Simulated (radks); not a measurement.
Values are calculated unless marked as measured or tabulated.
Q: Orbital eigenvalues (eV) of the rhodium ion Rh+, [Kr] 4d8, of relativity; Dirac values are averaged over j with weights 2j + 1. Spin-unpolarised spherical Kohn-Sham, BLYP, point nucleus unless stated (finite: rms radius 4.4945 fm), a radial shooting solver on a logarithmic mesh with Libxc functionals. A level marked "c x" has the speed of light scaled by that factor and shares open shells by 2j + 1; other Dirac levels either fill j = l - 1/2 first or share by 2j + 1.

shell       non-rel.
1s            -22384
2s           -3189.5
2p           -2957.8
3s           -573.33
3p           -481.57
3d           -312.35
4s           -84.338
4p           -56.527
4d           -13.725
5s (empty)   -10.327
5p (empty)   -6.2032

Give the values at the level "Dirac, low j first".

A: 
shell       Dirac, low j first  change of magnitude (%)
1s                      -23038                    +2.92
2s                     -3345.6                    +4.89
2p                     -3002.0                    +1.49
3s                     -603.78                    +5.31
3p                     -490.48                    +1.85
3d                     -307.92                    -1.42
4s                     -90.053                    +6.78
4p                     -58.086                    +2.76
4d                     -13.496                    -1.67
5s (empty)             -10.930                    +5.84
5p (empty)             -6.3558                    +2.46
